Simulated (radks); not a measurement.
Results of a calculation; reference values are marked as such.
Valence configurations of Os IV (all share [Xe]). Code: a radial shooting solver on a logarithmic mesh with Libxc functionals. Model: scalar-relativistic Kohn-Sham, r2SCAN, spin-unpolarised, spherical densities, finite nucleus; meta-GGA in the generalised Kohn-Sham scheme; Fermi nuclear charge, rms radius 5.4126 fm. Energies are relative to 4f14 5d5; eigenvalues in eV.

| valence | E (eV) | e(4f) | e(5d) | e(6p) | e(6s) |
|---|---|---|---|---|---|
| 4f14 5d5 | 0.000 | -83.508 | -34.967 | - | - |
| 4f14 5d4 6p1 | 14.565 | -89.087 | -38.931 | -23.483 | - |
| 4f14 5d4.5 6s0.5 | 2.746 | -85.539 | -36.350 | - | -30.643 |
| 4f13 5d4 6p2 | 87.283 | -105.73 | -44.988 | -25.863 | - |
| 4f12 5d5 6p2 | 152.67 | -117.15 | -47.152 | -26.220 | - |
| 4f13 5d4.5 6s0.5 6p1 | 73.322 | -102.12 | -42.404 | -24.513 | -33.851 |
| 4f12 5d5 6s2 | 132.88 | -114.21 | -44.701 | - | -34.715 |
| 4f14 5d4 6s1 | 5.704 | -87.590 | -37.725 | - | -31.614 |
| 4f12 5d4.5 6s1.5 6p1 | 148.27 | -117.94 | -47.415 | -26.127 | -36.288 |
| 4f11 5d4.5 6s1.5 6p2 | 247.93 | -135.90 | -53.804 | -28.351 | -39.229 |

NIST lists [Xe] 4f14 5d5 as the ground configuration; this level of theory agrees among the configurations tried. The energies are those of spherical spin-averaged densities, not of single terms.
